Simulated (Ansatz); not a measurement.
Ansatz (a quantum-chemistry and plane-wave program) input for FH7O2Si3, SMILES O([SiH](F)O[SiH3])[SiH3], PBE0-D3(BJ)/def2-SVP. 

Ansatz 0.2 input:
```yaml
crystal:
  periodic: [false, false, false]
  atoms:
    - {symbol: Si, position_ang: [0.25399183, 1.16925217, -0.06483890]}
    - {symbol: F, position_ang: [0.32849618, 1.73905040, 1.42837422]}
    - {symbol: O, position_ang: [1.38616692, 0.04119802, -0.18529593]}
    - {symbol: Si, position_ang: [1.82054917, -1.52600381, -0.17985699]}
    - {symbol: O, position_ang: [-1.22213370, 0.57675944, -0.25312669]}
    - {symbol: Si, position_ang: [-2.28239799, -0.65565407, -0.25339153]}
    - {symbol: H, position_ang: [0.49699554, 2.21342746, -1.02195389]}
    - {symbol: H, position_ang: [0.87374527, -2.27015679, -1.01242751]}
    - {symbol: H, position_ang: [1.79748738, -2.00617998, 1.20061520]}
    - {symbol: H, position_ang: [3.16344903, -1.48099327, -0.75032897]}
    - {symbol: H, position_ang: [-3.55462662, 0.00148313, 0.02946488]}
    - {symbol: H, position_ang: [-1.90644105, -1.63056929, 0.77008601]}
    - {symbol: H, position_ang: [-2.22934326, -1.24844461, -1.59021875]}
basis:
  gaussian:
    orbitals: def2-SVP
hamiltonian:
  xc: pbe0
  dispersion: d3bj
relax: {f_tol: 0.002, max_steps: 200}
```

Program output:

```
WARN ansatz: RAYON_NUM_THREADS=2 ignored (pool sized by the plan → 2); use --threads N
Functional definition: PBE0
integrals: 0.10 GiB planned
1301 factors; integrals over basis functions are off by at most 5.7e-4 eV
mean field: 0.89 GiB planned
mean field evaluation 1: about -30526.3210 eV, gradient 6.6e1 eV
mean field evaluation 2: about -30516.8353 eV, gradient 9.8e1 eV
mean field evaluation 4: about -30533.5111 eV, gradient 4.3e0 eV
mean field evaluation 8: about -30533.5425 eV, gradient 7.3e-2 eV
mean field -30533.54249389 eV, -1122.0869902720 hartree, gradient 3.4e-5 eV, S^2 0.000000; 0 other end points of the search recorded, 0 dependent functions left out
the calculation of the forces begins
reference -30533.54252702 eV, -1122.0869914897 hartree; 37, 37 occupied and 94, 94 virtual orbitals, 1301 factors
relax step   1: F+E_penalty+E_count = -30533.82956710 eV  Δ(F+E_penalty+E_count) = +0.000e0 eV  max|allowed force component| = 7.239e-1 eV/Å  Δτ_max = 0.0000 Å  (25 SCF iters, accepted)
these checks for a lower state are left out or cut short: starts, cluster_reference, orbital_swaps, neighbouring_geometries, increment
integrals: 0.10 GiB planned
1301 factors; integrals over basis functions are off by at most 6.1e-4 eV
mean field: 0.89 GiB planned
mean field evaluation 16: about -30533.7417 eV, gradient 4.0e0 eV
mean field -30533.77099426 eV, -1122.0953875058 hartree, gradient 7.9e-5 eV, S^2 0.000000; 0 other end points of the search recorded, 0 dependent functions left out
the calculation of the forces begins
[...]
mean field -30533.80860821 eV, -1122.0967697930 hartree, gradient 7.4e-5 eV, S^2 0.000000; 0 other end points of the search recorded, 0 dependent functions left out
the calculation of the forces begins
reference -30533.80864191 eV, -1122.0967710315 hartree; 37, 37 occupied and 94, 94 virtual orbitals, 1301 factors
relax step  12: F+E_penalty+E_count = -30534.08920007 eV  Δ(F+E_penalty+E_count) = -2.707e-4 eV  max|allowed force component| = 4.508e-2 eV/Å  Δτ_max = 0.0835 Å  (25 SCF iters, accepted)
these checks for a lower state are left out or cut short: starts, cluster_reference, orbital_swaps, neighbouring_geometries, increment
integrals: 0.10 GiB planned
1301 factors; integrals over basis functions are off by at most 6.5e-4 eV
mean field: 0.89 GiB planned
mean field -30533.80867609 eV, -1122.0967722873 hartree, gradient 9.3e-6 eV, S^2 0.000000; 0 other end points of the search recorded, 0 dependent functions left out
the calculation of the forces begins
reference -30533.80870978 eV, -1122.0967735254 hartree; 37, 37 occupied and 94, 94 virtual orbitals, 1301 factors
relax step  13: F+E_penalty+E_count = -30534.08933947 eV  Δ(F+E_penalty+E_count) = -1.394e-4 eV  max|allowed force component| = 1.490e-2 eV/Å  Δτ_max = 0.0077 Å  (23 SCF iters, accepted)
these checks for a lower state are left out or cut short: starts, cluster_reference, orbital_swaps, neighbouring_geometries, increment
integrals: 0.10 GiB planned
1301 factors; integrals over basis functions are off by at most 6.5e-4 eV
mean field: 0.89 GiB planned
mean field -30533.80889581 eV, -1122.0967803621 hartree, gradient 8.8e-5 eV, S^2 0.000000; 0 other end points of the search recorded, 0 dependent functions left out
the calculation of the forces begins
reference -30533.80892954 eV, -1122.0967816014 hartree; 37, 37 occupied and 94, 94 virtual orbitals, 1301 factors
relax step  14: F+E_penalty+E_count = -30534.08946663 eV  Δ(F+E_penalty+E_count) = -1.272e-4 eV  max|allowed force component| = 4.595e-3 eV/Å  Δτ_max = 0.0091 Å  (25 SCF iters, accepted)
these checks for a lower state are left out or cut short: starts, cluster_reference, orbital_swaps, neighbouring_geometries, increment
integrals: 0.10 GiB planned
1301 factors; integrals over basis functions are off by at most 6.5e-4 eV
mean field: 0.89 GiB planned
mean field -30533.80921079 eV, -1122.0967919374 hartree, gradient 8.8e-5 eV, S^2 0.000000; 0 other end points of the search recorded, 0 dependent functions left out
the calculation of the forces begins
reference -30533.80924455 eV, -1122.0967931780 hartree; 37, 37 occupied and 94, 94 virtual orbitals, 1301 factors
relax step  15: F+E_penalty+E_count = -30534.08953106 eV  Δ(F+E_penalty+E_count) = -6.443e-5 eV  max|allowed force component| = 6.389e-3 eV/Å  Δτ_max = 0.0164 Å  (25 SCF iters, accepted)
these checks for a lower state are left out or cut short: starts, cluster_reference, orbital_swaps, neighbouring_geometries, increment
integrals: 0.10 GiB planned
1301 factors; integrals over basis functions are off by at most 6.4e-4 eV
mean field: 0.89 GiB planned
mean field -30533.80974687 eV, -1122.0968116380 hartree, gradient 5.6e-6 eV, S^2 0.000000; 0 other end points of the search recorded, 0 dependent functions left out
the calculation of the forces begins
reference -30533.80978067 eV, -1122.0968128799 hartree; 37, 37 occupied and 94, 94 virtual orbitals, 1301 factors
relax step  16: F+E_penalty+E_count = -30534.08957781 eV  Δ(F+E_penalty+E_count) = -4.675e-5 eV  max|allowed force component| = 9.081e-3 eV/Å  Δτ_max = 0.0347 Å  (27 SCF iters, accepted)
these checks for a lower state are left out or cut short: starts, cluster_reference, orbital_swaps, neighbouring_geometries, increment
integrals: 0.10 GiB planned
1301 factors; integrals over basis functions are off by at most 6.4e-4 eV
mean field: 0.89 GiB planned
mean field evaluation 96: about -30533.8033 eV, gradient 3.9e-1 eV
mean field -30533.80971125 eV, -1122.0968103290 hartree, gradient 1.4e-5 eV, S^2 0.000000; 0 other end points of the search recorded, 0 dependent functions left out
the calculation of the forces begins
reference -30533.80974503 eV, -1122.0968115704 hartree; 37, 37 occupied and 94, 94 virtual orbitals, 1301 factors
relax step  17: F+E_penalty+E_count = -30534.08959505 eV  Δ(F+E_penalty+E_count) = -1.724e-5 eV  max|allowed force component| = 1.313e-2 eV/Å  Δτ_max = 0.0067 Å  (23 SCF iters, accepted)
these checks for a lower state are left out or cut short: starts, cluster_reference, orbital_swaps, neighbouring_geometries, increment
integrals: 0.10 GiB planned
1301 factors; integrals over basis functions are off by at most 6.3e-4 eV
mean field: 0.89 GiB planned
mean field -30533.80999823 eV, -1122.0968208752 hartree, gradient 8.8e-5 eV, S^2 0.000000; 0 other end points of the search recorded, 0 dependent functions left out
the calculation of the forces begins
reference -30533.81003202 eV, -1122.0968221169 hartree; 37, 37 occupied and 94, 94 virtual orbitals, 1301 factors
relax step  18: F+E_penalty+E_count = -30534.08960701 eV  Δ(F+E_penalty+E_count) = -1.196e-5 eV  max|allowed force component| = 1.132e-2 eV/Å  Δτ_max = 0.0219 Å  (24 SCF iters, accepted)
these checks for a lower state are left out or cut short: starts, cluster_reference, orbital_swaps, neighbouring_geometries, increment
integrals: 0.10 GiB planned
1301 factors; integrals over basis functions are off by at most 6.3e-4 eV
mean field: 0.89 GiB planned
mean field -30533.80997301 eV, -1122.0968199484 hartree, gradient 7.5e-6 eV, S^2 0.000000; 0 other end points of the search recorded, 0 dependent functions left out
the calculation of the forces begins
reference -30533.81000680 eV, -1122.0968211900 hartree; 37, 37 occupied and 94, 94 virtual orbitals, 1301 factors
relax step  19: F+E_penalty+E_count = -30534.08961730 eV  Δ(F+E_penalty+E_count) = -1.028e-5 eV  max|allowed force component| = 6.012e-3 eV/Å  Δτ_max = 0.0027 Å  (22 SCF iters, accepted)
these checks for a lower state are left out or cut short: starts, cluster_reference, orbital_swaps, neighbouring_geometries, increment
integrals: 0.10 GiB planned
1301 factors; integrals over basis functions are off by at most 6.3e-4 eV
mean field: 0.89 GiB planned
mean field -30533.81002098 eV, -1122.0968217112 hartree, gradient 1.4e-5 eV, S^2 0.000000; 0 other end points of the search recorded, 0 dependent functions left out
the calculation of the forces begins
reference -30533.81005476 eV, -1122.0968229527 hartree; 37, 37 occupied and 94, 94 virtual orbitals, 1301 factors
relax step  20: F+E_penalty+E_count = -30534.08962574 eV  Δ(F+E_penalty+E_count) = -8.447e-6 eV  max|allowed force component| = 4.619e-3 eV/Å  Δτ_max = 0.0050 Å  (22 SCF iters, accepted)
these checks for a lower state are left out or cut short: starts, cluster_reference, orbital_swaps, neighbouring_geometries, increment
integrals: 0.10 GiB planned
1301 factors; integrals over basis functions are off by at most 6.3e-4 eV
mean field: 0.89 GiB planned
mean field -30533.81012914 eV, -1122.0968256859 hartree, gradient 1.6e-5 eV, S^2 0.000000; 0 other end points of the search recorded, 0 dependent functions left out
the calculation of the forces begins
reference -30533.81016292 eV, -1122.0968269273 hartree; 37, 37 occupied and 94, 94 virtual orbitals, 1301 factors
relax step  21: F+E_penalty+E_count = -30534.08963240 eV  Δ(F+E_penalty+E_count) = -6.652e-6 eV  max|allowed force component| = 4.209e-3 eV/Å  Δτ_max = 0.0091 Å  (22 SCF iters, accepted)
these checks for a lower state are left out or cut short: starts, cluster_reference, orbital_swaps, neighbouring_geometries, increment
integrals: 0.10 GiB planned
1301 factors; integrals over basis functions are off by at most 6.3e-4 eV
mean field: 0.89 GiB planned
mean field evaluation 128: about -30533.8103 eV, gradient 9.0e-4 eV
mean field -30533.81031437 eV, -1122.0968324932 hartree, gradient 8.2e-6 eV, S^2 0.000000; 0 other end points of the search recorded, 0 dependent functions left out
the calculation of the forces begins
reference -30533.81034815 eV, -1122.0968337345 hartree; 37, 37 occupied and 94, 94 virtual orbitals, 1301 factors
relax step  22: F+E_penalty+E_count = -30534.08963742 eV  Δ(F+E_penalty+E_count) = -5.020e-6 eV  max|allowed force component| = 2.481e-3 eV/Å  Δτ_max = 0.0148 Å  (23 SCF iters, accepted)
these checks for a lower state are left out or cut short: starts, cluster_reference, orbital_swaps, neighbouring_geometries, increment
integrals: 0.10 GiB planned
1301 factors; integrals over basis functions are off by at most 6.2e-4 eV
mean field: 0.89 GiB planned
mean field -30533.81038353 eV, -1122.0968350347 hartree, gradient 8.2e-5 eV, S^2 0.000000; 0 other end points of the search recorded, 0 dependent functions left out
the calculation of the forces begins
reference -30533.81041730 eV, -1122.0968362759 hartree; 37, 37 occupied and 94, 94 virtual orbitals, 1301 factors
relax step  23: F+E_penalty+E_count = -30534.08963871 eV  Δ(F+E_penalty+E_count) = -1.290e-6 eV  max|allowed force component| = 1.818e-3 eV/Å  Δτ_max = 0.0045 Å  (19 SCF iters, accepted)
integrals: 0.10 GiB planned
1301 factors; integrals over basis functions are off by at most 6.2e-4 eV
mean field: 0.89 GiB planned
mean field -30533.81038353 eV, -1122.0968350347 hartree, gradient 8.2e-5 eV, S^2 0.000000; 1 other end points of the search recorded, 0 dependent functions left out
the calculation of the forces begins
reference -30533.81041730 eV, -1122.0968362759 hartree; 37, 37 occupied and 94, 94 virtual orbitals, 1301 factors
Total energy: -30534.08967248 eV, -1122.1070987144 hartree
Atom 0 at     0.254182     1.170452    -0.073801 Å, force     0.001265     0.001818     0.000611 eV/Å
Atom 1 at     0.053369     1.525661     1.489680 Å, force     0.000162    -0.000284    -0.001084 eV/Å
Atom 2 at     1.488885     0.107966    -0.197993 Å, force    -0.000966    -0.000957     0.000117 eV/Å
Atom 3 at     1.933450    -1.494563    -0.135903 Å, force     0.000078     0.000293     0.001086 eV/Å
Atom 4 at    -1.139180     0.517488    -0.623480 Å, force     0.000000    -0.000317     0.000547 eV/Å
Atom 5 at    -2.341278    -0.600798    -0.347741 Å, force    -0.000420    -0.000303     0.000201 eV/Å
Atom 6 at     0.567782     2.403367    -0.809321 Å, force     0.000024    -0.000171    -0.000012 eV/Å
Atom 7 at     0.847301    -2.340441    -0.717088 Å, force     0.000451     0.000024    -0.000838 eV/Å
Atom 8 at     2.170452    -1.902526     1.278293 Å, force     0.000443     0.000061     0.000547 eV/Å
Atom 9 at     3.181476    -1.663420    -0.929139 Å, force    -0.000278    -0.000104    -0.000692 eV/Å
Atom 10 at    -3.569975     0.097017     0.124621 Å, force    -0.001100     0.000495    -0.000143 eV/Å
Atom 11 at    -1.897050    -1.584902     0.684423 Å, force     0.000148    -0.000404    -0.000469 eV/Å
Atom 12 at    -2.623475    -1.312133    -1.625449 Å, force     0.000192    -0.000151     0.000128 eV/Å
Dipole moment:    -0.038078    -0.241945    -0.169912 e Å
```

The calculation finished and met its thresholds.

Cost: around 2.8 core-minutes (rough).
